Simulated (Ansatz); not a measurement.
Cl2O2W, singlet, geometry from GFN2-xTB (such geometries of metal compounds can be far from the true shape) (core potentials on W). Base run: HF/def2-TZVP in Ansatz (a program for electronic structure).

Input for Ansatz:
Ansatz 0.2 input:
```yaml
crystal:
  periodic: [false, false, false]
  atoms:
    - {symbol: W, position_ang: [0.22070827, -0.04383696, 0.07248437]}
    - {symbol: O, position_ang: [1.42106711, -0.59757683, -0.95677366]}
    - {symbol: O, position_ang: [0.71530292, 0.17325209, 1.65839413]}
    - {symbol: Cl, position_ang: [-0.53569036, 1.84374011, -0.68801677]}
    - {symbol: Cl, position_ang: [-1.43039034, -1.45323815, 0.04232223]}
basis:
  gaussian:
    orbitals: def2-TZVP
hamiltonian:
  xc: hf
```

The bond that is stretched is that between atoms 3 and 1. A test that says stable can miss a lower solution.

The base run was repeated with changes; each row names its change, and settings that it needs were set with it.

```json
[
 {"change": "base", "ΔE vs base (kcal/mol)": "0.000", "<S^2>": "0.000", "stability test says": "minimum (restricted orbitals)"},
 {"change": "spin_polarized = on; lower_state_search = off", "ΔE vs base (kcal/mol)": "0.000", "<S^2>": "0.000", "stability test says": "undecided (no full test)"},
 {"change": "spin_polarized = on; lower_state_search = standard", "ΔE vs base (kcal/mol)": "0.000", "<S^2>": "0.000", "stability test says": "minimum"},
 {"change": "bond × 1.25", "ΔE vs base (kcal/mol)": "73.1", "<S^2>": "0.000", "stability test says": "minimum (restricted orbitals)"},
 {"change": "spin_polarized = on; lower_state_search = off; bond × 1.25", "ΔE vs base (kcal/mol)": "73.1", "<S^2>": "0.000", "stability test says": "undecided (no full test)"},
 {"change": "spin_polarized = on; lower_state_search = standard; bond × 1.25", "ΔE vs base (kcal/mol)": "39.63", "<S^2>": "0.910", "stability test says": "minimum"},
 {"change": "bond × 1.5", "ΔE vs base (kcal/mol)": "144.6", "<S^2>": "0.000", "stability test says": "minimum (restricted orbitals)"},
 {"change": "spin_polarized = on; lower_state_search = off; bond × 1.5", "ΔE vs base (kcal/mol)": "77.2", "<S^2>": "1.634", "stability test says": "undecided (no full test)"},
 {"change": "spin_polarized = on; lower_state_search = standard; bond × 1.5", "ΔE vs base (kcal/mol)": "77.2", "<S^2>": "1.634", "stability test says": "minimum"},
 {"change": "bond × 1.8", "ΔE vs base (kcal/mol)": "171.3", "<S^2>": "0.000", "stability test says": "minimum (restricted orbitals)"},
 {"change": "spin_polarized = on; lower_state_search = off; bond × 1.8", "ΔE vs base (kcal/mol)": "116.9", "<S^2>": "1.792", "stability test says": "undecided (no full test)"},
 {"change": "spin_polarized = on; lower_state_search = standard; bond × 1.8", "ΔE vs base (kcal/mol)": "85.1", "<S^2>": "2.007", "stability test says": "minimum"},
 {"change": "bond × 2.2", "ΔE vs base (kcal/mol)": "179.2", "<S^2>": "0.000", "stability test says": "minimum (restricted orbitals)"},
 {"change": "spin_polarized = on; lower_state_search = off; bond × 2.2", "ΔE vs base (kcal/mol)": "116.9", "<S^2>": "1.852", "stability test says": "undecided (no full test)"},
 {"change": "spin_polarized = on; lower_state_search = standard; bond × 2.2", "ΔE vs base (kcal/mol)": "85.8", "<S^2>": "2.081", "stability test says": "minimum"},
 {"change": "bond × 3.0", "ΔE vs base (kcal/mol)": "180.4", "<S^2>": "0.000", "stability test says": "minimum (restricted orbitals)"},
 {"change": "spin_polarized = on; lower_state_search = off; bond × 3.0", "ΔE vs base (kcal/mol)": "116.7", "<S^2>": "1.840", "stability test says": "undecided (no full test)"}
]
```

Where a bond breaks into two radicals, a solution with restricted orbitals usually stops being the lowest and lies too high; an unrestricted one lies lower at the price of spin contamination, which <S^2> shows.
